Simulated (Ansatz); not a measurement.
Start from `C[CH2][AlH][CH2]C` and change one atom or group to get `C[CH2][AlH][SeH]`.

Ansatz, PBE0-D4/def2-TZVP geometries, multiplicity 1. Each molecule was computed in one conformer, which needn't be the lowest.

Scalar relativity is left out up to krypton.

| property | `C[CH2][AlH][CH2]C` |
| --- | --- |
| HOMO energy (ωB97M-V/def2-TZVPP) / eV | -9.30 |
| HOMO–LUMO gap (PBE/def2-TZVPP) / eV | 4.25 |
| size of the dipole moment (ωB97M-V/def2-TZVPP) / D | 0.63 |
| HOMO–LUMO gap (ωB97M-V/def2-TZVPP) / eV | 9.99 |
| size of the dipole moment (B3LYP/def2-TZVPP) / D | 0.62 |
| LUMO energy (PBE0/def2-TZVPP) / eV | -0.82 |

**Question.** What does the change do to each property? (Best estimate.)

**Answer.** The calculation gave: 
```csv
property,`C[CH2][AlH][SeH]`,shift
HOMO energy (ωB97M-V/def2-TZVPP) / eV,-9.37,-0.07
HOMO–LUMO gap (PBE/def2-TZVPP) / eV,4.38,0.13
size of the dipole moment (ωB97M-V/def2-TZVPP) / D,1.78,1.15
HOMO–LUMO gap (ωB97M-V/def2-TZVPP) / eV,9.95,-0.04
size of the dipole moment (B3LYP/def2-TZVPP) / D,1.71,1.09
LUMO energy (PBE0/def2-TZVPP) / eV,-1.02,-0.20
```

The zero-point energy changes by -145.7 kJ/mol with -15 modes. Dipoles are sizes alone; their direction can turn.

B3LYP here is the variant with VWN-RPA as its local correlation; programs differ in this.

Spin–orbit coupling is left out; it splits and shifts lone-pair levels of the heavy atoms by tenths of an eV.
